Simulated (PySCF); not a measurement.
Static response to an electric field

Compound: C4H7N3O.
Geometry (GFN2-xTB, Å), atoms numbered from 1 in this order:
```
atom  x, y, z in Å
C1    -2.612    0.196    0.094
O2    -1.288    0.652    0.292
C3    -0.339   -0.218   -0.095
N4    -0.581   -1.430   -0.629
N5     0.537   -2.009   -0.884
N6     1.521   -1.194   -0.527
C7     1.036   -0.034   -0.015
C8     1.866    1.093    0.469
H9    -3.260    0.997    0.441
H10   -2.795   -0.718    0.664
H11   -2.794   -0.011   -0.964
H12    2.485   -1.465   -0.642
H13    2.716    0.727    1.043
H14    1.259    1.738    1.098
H15    2.243    1.683   -0.367
```

Level: CAM-B3LYP/def2-SVPD (PySCF), static field, nuclei fixed, core orbitals frozen in the response. The polarisability tensor in these axes (au):

```
x   88.68  0.89  0.12
y    0.89 72.41  9.70
z    0.12  9.70 53.84
```

**Question.** Give the principal values, the mean and the anisotropy Δα = √{½[(α1 − α2)² + (α2 − α3)² + (α1 − α3)²]}.

**Answer.** Principal values 49.69, 76.49 and 88.75 au; mean 71.64 au = 10.62 Å³ = 11.81 × 10⁻⁴⁰ C²·m²/J; Δα = 34.60 au (48 % of the mean).

**Question.** What is the dipole moment, and where does it point?

**Answer.** (2.47, 2.15, 0.93) D, 3.40 D in size, pointing from the negative to the positive side. Measured along this direction, the outermost atoms are H10 and H11 at the negative end and H13 at the positive end.

**Question.** Rayleigh depolarisation ratio (linearly polarised light, static tensor)?

**Answer.** ρ = 3Δα²/(45ᾱ² + 4Δα²) = 3590.6/(230969 + 4787.4) = 0.0152.

**Question.** Orientational against electronic polarisability at 400 K (dilute gas, rigid molecules)?

**Answer.** In Gaussian units μ²/3kT = 69.76 Å³ against 10.62 Å³, a ratio of 6.57; the Debye molar polarisation (4π/3)N_A(α + μ²/3kT) is 202.8 cm³/mol, leaving out the vibrational part.

**Question.** What molar refraction does this α imply?

**Answer.** Lorentz–Lorenz: R = (4π/3)N_A α = 2.5225 cm³/(mol·Å³) × 10.62 Å³ = 26.8 cm³/mol, in the limit of long wavelengths.

Isolated species at its GFN2-xTB geometry (one conformer only).

The run behind these numbers computed excited states as well. Time: 53 s wall. Hardware: Arm Neoverse V2, one thread (shared host).
